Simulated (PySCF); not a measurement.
Cl₂FH₃Si₂, SMILES F[SiH2][SiH](Cl)Cl.

Coordinates come from a B3LYP-D3(BJ)/def2-SVP optimisation. The structure was generated by enumeration, and PubChem lists no compound with its InChIKey, so it may never have been made. One conformer was computed; it need not be the lowest.

All values below come from TDA-PBE/def2-SVPD (PySCF).

Vertical excitations. Isolated molecule, no solvent.

```csv
state,energy (eV),λ (nm),f,main pairs
S1,5.35,232,0.009,HOMO→LUMO 97 %
S2,5.81,213,0.020,HOMO→LUMO+1 95 %
S3,6.13,202,0.017,HOMO−1→LUMO 94 %
S4,6.32,196,0.007,"HOMO−2→LUMO 75 %, HOMO−3→LUMO 20 %"
S5,6.41,194,0.006,"HOMO−3→LUMO 74 %, HOMO−2→LUMO 18 %"
S6,6.62,187,0.001,HOMO−4→LUMO 90 %
S7,6.69,185,0.028,HOMO−1→LUMO+1 76 %
S8,6.72,185,0.041,"HOMO→LUMO+2 53 %, HOMO−2→LUMO+1 24 %"
S9,6.81,182,0.026,"HOMO−3→LUMO+1 41 %, HOMO−2→LUMO+1 37 %, HOMO→LUMO+2 11 %"
S10,6.92,179,0.024,"HOMO−3→LUMO+1 44 %, HOMO−2→LUMO+1 28 %, HOMO→LUMO+3 15 %"
T1,4.79,259,0,HOMO→LUMO 99 %
T2,5.23,237,0,HOMO→LUMO+1 98 %
T3,5.90,210,0,HOMO−1→LUMO 99 %
T4,6.11,203,0,HOMO→LUMO+2 85 %
```
Triplets are in the Tamm–Dancoff approximation.
